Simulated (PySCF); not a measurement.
## Core binding energy against partial charge

Species: para-fluorobenzonitrile, C₇H₄FN.
Numbering: `[N:1]#[C:2][c:3]1[cH:4][cH:5][c:6]([F:7])[cH:8][cH:9]1`

Binding energies: PySCF 2.14.0, delta-SCF UKS SCAN, pcX-2 on the ionised atom, pcseg-1 elsewhere, spin-free X2C. Charges: PBE0/pcSseg-1 ground-state density, for the ionised atom.

| atom | environment | C 1s (eV) | Mulliken (e) | IAO (e) | Hirshfeld (e) | ESP (e) |
| --- | --- | --- | --- | --- | --- | --- |
| C5 | aromatic CH carbon | 291.24 | -0.154 | -0.187 | -0.057 | -0.319 |
| C4 | aromatic CH carbon | 291.35 | +0.048 | -0.115 | -0.023 | -0.096 |
| C3 | substituted aromatic carbon | 291.94 | -0.265 | -0.059 | +0.003 | -0.065 |
| C2 | nitrile carbon | 292.14 | +0.151 | +0.134 | +0.073 | +0.345 |
| C6 | aromatic C–F carbon | 293.37 | +0.350 | +0.315 | +0.103 | +0.431 |

Problem. Give the correlation coefficient and slope of binding energy on charge for each scheme.

Solution. IAO: r = 0.96, slope 4.0 eV per e; Hirshfeld: r = 0.92, slope 11.7 eV per e; ESP: r = 0.87, slope 2.3 eV per e; Mulliken: r = 0.72, slope 2.5 eV per e. IAO charges have the highest r, on only 5 points.

Problem. The point-charge model writes a binding energy as kq + V + constant, with V the potential of the other atoms' charges at the site. What does it give with the Mulliken charges?

Solution. V = Σ 14.40 eV Å × q/r over all other atoms: +3.52 eV at C5, -0.61 eV at C4, +2.80 eV at C3, -3.78 eV at C2, -4.29 eV at C6. Fitting binding energy − V to q gives k = 16.5 eV per e and leaves an rms residual of 1.27 eV, against 0.53 eV for the fit on q alone. The model has no term for differences in relaxation between sites.

The unrestricted hole states depart most from a pure doublet (⟨S²⟩ = 0.75; over 0.85 named) for C 1s of C6 (0.86), which makes this value less certain. Geometry: PBE0-D3(BJ)/def2-SVP; no solvent, vibrations or thermal averaging.
